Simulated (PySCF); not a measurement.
UHF on Mn (manganese, neutral)

Configuration: [Ar] 3d7, high-spin 4F determinant (an excited configuration). Calculation: PySCF 2.14, in aug-cc-pVTZ with one added diffuse shell each of s, p, d, f, g type (9s8p6d4f3g, 118 functions); the non-relativistic Hamiltonian (point nucleus).

```
Total energy                                     : -1149.552272 hartree
One-electron energy                              : -1589.7448 hartree
Hartree (Coulomb) energy                         : 491.1960 hartree
Exchange energy                                  : -51.0035 hartree
Kinetic energy                                   : 1149.45916 hartree
⟨S²⟩                                             : 4.2531
⟨L²⟩                                             : 12.015
Sum of ⟨r⟩                                       : 21.11 bohr
Sum of ⟨r²⟩                                      : 42.97 bohr²
Density at the nucleus (Gaussians lack the cusp) : 10500 bohr⁻³
Spin density at the nucleus                      : -0.181 bohr⁻³
Langevin diamagnetic susceptibility              : -34.0 ×10⁻⁶ cm³/mol
```

```
shell  electrons  mean orbital energy (eV)  spread (eV)  rms radius, mean of both spins (bohr)
 1s α          1                   -6540.5            0                                 0.0713
 1s β          1                   -6540.4            0                                 0.0713
 2s α          1                   -787.72            0                                  0.305
 2s β          1                   -785.10            0                                  0.305
 2p α          3                   -670.95            0                                  0.274
 2p β          3                   -668.36            0                                  0.274
 3s α          1                   -102.21            0                                  0.932
 3s β          1                   -94.103            0                                  0.932
 3p α          3                   -67.246            0                                   1.01
 3p β          3                   -57.404            0                                   1.01
 3d α          5                   -11.008        0.701                                   2.22
 3d β          2                    -2.868            0                                   2.22
```

⟨S²⟩ = 4.25 against 3.75 shows spin contamination.

Spin-orbit constants ζ (cm⁻¹) from the X2C one-electron operator on these orbitals (non-relativistic here): bare nucleus, nucleus screened by l(l+1)(2l+1)/3 electrons, and screened by the Breit-Pauli mean field of the electrons.

```csv
shell,bare,screened nucleus,mean field
2p,57200,52620,n/a
3p,6589,6062,n/a
3d,540.1,324.0,n/a
```

To first order the Landé constant is A = -108.0 cm⁻¹, so the lowest level has J = 9/2 and lies 0.0603 eV below the centre of the term. This holds in LS coupling only.
